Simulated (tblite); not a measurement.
Species: C8H8SSi.
SMILES with atom numbers: `[CH:1]#[C:2][SiH2:3][S:4][c:5]1[cH:6][cH:7][cH:8][cH:9][cH:10]1` (hydrogens: H11 on C1; H12, H13 on Si3; H14 on C6; H15 on C7; H16 on C8; H17 on C9; H18 on C10)

Computed with GFN2-xTB (tblite), gas phase: L-BFGS steps from a force-field or distance-geometry start until the largest atomic force falls under 0.01 eV/Å.

Step 2: E = -710.5059 eV
```
atom  x, y, z in Å  |  force x, y, z in eV/Å
C1      3.5661   -1.0061   -0.9605   -0.819   1.579   1.080
C2      3.1165   -0.0755   -0.3205    0.600  -1.221  -0.697
Si3     2.4802    1.3331    0.6772    0.009  -0.127  -0.038
S4      0.6606    2.0050   -0.2927    0.012   0.221  -0.026
C5     -0.5682    0.7421   -0.1158   -0.148  -0.110  -0.047
C6     -0.3473   -0.4710    0.5376   -0.127   0.582  -0.316
C7     -1.3802   -1.3774    0.6075   -0.383  -0.343   0.073
C8     -2.6295   -1.1148    0.0449    0.584   0.189   0.118
C9     -2.8474    0.0864   -0.6107    0.304  -0.148   0.216
C10    -1.8171    1.0064   -0.6841    0.076  -0.031   0.015
H11     3.9233   -1.7960   -1.5207    0.289  -0.605  -0.439
H12     2.1347    0.8990    2.0212   -0.002   0.010   0.155
H13     3.5041    2.3667    0.6323   -0.236   0.172  -0.042
H14     0.6131   -0.6884    0.9753    0.018  -0.072  -0.004
H15    -1.1963   -2.3130    1.1271   -0.149   0.081  -0.112
H16    -3.4133   -1.8346    0.1221   -0.283  -0.322   0.039
H17    -3.8074    0.3099   -1.0533    0.060  -0.013   0.017
H18    -2.0006    1.9346   -1.1985    0.194   0.158   0.008
```

Step 3: E = -710.5348 eV
```
atom  x, y, z in Å  |  force x, y, z in eV/Å
C1      3.5624   -1.0004   -0.9568   -0.153   0.182   0.113
C2      3.1190   -0.0803   -0.3219    0.088  -0.164   0.028
Si3     2.4808    1.3304    0.6768   -0.007  -0.120  -0.060
S4      0.6595    2.0075   -0.2933    0.053   0.193  -0.004
C5     -0.5691    0.7421   -0.1168   -0.058   0.067  -0.092
C6     -0.3478   -0.4635    0.5339   -0.235   0.033  -0.096
C7     -1.3844   -1.3808    0.6083    0.110   0.003   0.072
C8     -2.6236   -1.1127    0.0460    0.067  -0.262   0.161
C9     -2.8446    0.0832   -0.6076    0.244   0.185   0.026
C10    -1.8160    1.0063   -0.6841   -0.078   0.004  -0.052
H11     3.9251   -1.7996   -1.5234    0.115  -0.223  -0.168
H12     2.1348    0.8992    2.0231    0.005   0.012   0.127
H13     3.5012    2.3691    0.6317   -0.243   0.147  -0.043
H14     0.6123   -0.6894    0.9749   -0.051  -0.023  -0.049
H15    -1.1984   -2.3132    1.1262   -0.121   0.018  -0.069
H16    -3.4167   -1.8384    0.1225   -0.038  -0.091   0.013
H17    -3.8057    0.3096   -1.0527    0.122  -0.050   0.059
H18    -1.9978    1.9372   -1.1986    0.181   0.088   0.035
```

**Question.** Estimate the geometry and energy of step 4. (The exact step hangs on the optimiser's Hessian estimate; all steps are aligned on step 3, rigid shifts and turns removed.)

**Answer.** E = -710.5457 eV, largest force 0.331 eV/Å
```
atom  x, y, z in Å  |  force x, y, z in eV/Å
C1      3.5603   -0.9998   -0.9568    0.062  -0.262  -0.192
C2      3.1207   -0.0832   -0.3202   -0.038   0.084   0.191
Si3     2.4812    1.3265    0.6763   -0.052  -0.045  -0.018
S4      0.6586    2.0121   -0.2939    0.080   0.135   0.023
C5     -0.5695    0.7453   -0.1196   -0.013   0.052  -0.058
C6     -0.3516   -0.4595    0.5308   -0.032  -0.035   0.001
C7     -1.3829   -1.3811    0.6100    0.025  -0.020   0.039
C8     -2.6215   -1.1175    0.0492   -0.030  -0.067   0.040
C9     -2.8397    0.0842   -0.6053    0.072  -0.049   0.063
C10    -1.8170    1.0066   -0.6852    0.027   0.142  -0.072
H11     3.9271   -1.8030   -1.5261    0.032  -0.048  -0.046
H12     2.1350    0.8996    2.0263    0.012   0.019   0.083
H13     3.4952    2.3734    0.6306   -0.250   0.117  -0.043
H14     0.6099   -0.6903    0.9734   -0.110   0.022  -0.086
H15    -1.2019   -2.3145    1.1251   -0.058   0.004  -0.035
H16    -3.4186   -1.8415    0.1228    0.017  -0.048   0.013
H17    -3.8014    0.3083   -1.0508    0.117  -0.052   0.062
H18    -1.9925    1.9407   -1.1981    0.136   0.049   0.034
```

The energy changes by -0.0109 eV. The first-order estimate −F·Δx gives -0.0151 eV and the mean of the old and new forces, exact on a quadratic surface, -0.0109 eV. The step makes an angle of 27° with the force vector and moves no atom by more than 0.007 Å.

The cost below is that of the whole relaxation. Hardware: Intel Xeon at 2.50 GHz, one thread, shared host with 64 logical CPUs at a one-minute load of 59. Cost: 2.1 s of wall time.
